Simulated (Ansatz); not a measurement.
Basis sets compared for (LiF)4 cube (Li4F4). The state is a singlet with charge 0. Geometry PBE-D4/def2-SVP. Ansatz on 2 threads of Intel Xeon 6975P-C on a shared host; times are rough, and most runs start from earlier orbitals.

```xyz
8

F     1.566   -0.256    0.492
F    -0.435    1.569    0.331
F    -1.012   -1.038    0.811
F    -0.119   -0.275   -1.634
Li    0.107    0.247    1.468
Li    0.909    0.933   -0.729
Li   -1.407    0.230   -0.442
Li    0.391   -1.409   -0.297
```

Binding counts from free atoms (F doublet, Li doublet) in the same basis, without a counterpoise term.

```tsv
level	functions	energy (Eh)	HOMO (eV)	LUMO (eV)	binding per atom (eV)	wall time
PBE-D4/def2-SVP	92	-429.1703	-7.13	-0.78	4.07	0.85 s
PBE0-D4/def2-SVP	92	-429.1894	-9.18	-0.22	3.93	1 s
```

Estimate the rows for PBE-D4/def2-TZVP (with forces), PBE0-D4/def2-TZVP.


```csv
level,functions,energy (Eh),HOMO (eV),LUMO (eV),binding per atom (eV),wall time
PBE-D4/def2-TZVP (with forces),180,-429.6691,-7.43,-0.77,3.89,1.6 s
PBE0-D4/def2-TZVP,180,-429.6821,-9.42,-0.17,3.77,1.6 s
```
